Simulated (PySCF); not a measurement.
Computed shifts of a molecule C4H6BNO, PySCF with PBE/pcSseg-1, GIAO, gas phase, atoms alike by connectivity averaged where their shifts nearly agree, in ppm (number of nuclei): ¹³C: 198.9 (1), 193.9 (1), 106.2 (1), 30.3 (1). ¹⁵N: 469.6 (1). ¹H: 8.79 (1), 6.40 (1), 4.82 (1), 2.82 (3). References: ¹³C against TMS (σ = 182.0 ppm); ¹¹B against BF3 (σ = 83.9 ppm); ¹⁷O against H2O (σ = 334.3 ppm); ¹⁵N against NH3 (σ = 267.0 ppm); ¹H against TMS (σ = 31.49 ppm), references at their B3LYP-D3(BJ)/def2-TZVP geometries, non-relativistic. The structure is a stationary point at PBE-D3(BJ)/def2-SVP. One conformer was computed; it need not be the lowest.

Pick the molecule that these values belong to.
A) CC1=CB(O)C=N1
B) O=CB1C=NCC1
C) C=CB(O)CC#N
D) C=C=C1CB(O)N1

A, CC1=CB(O)C=N1
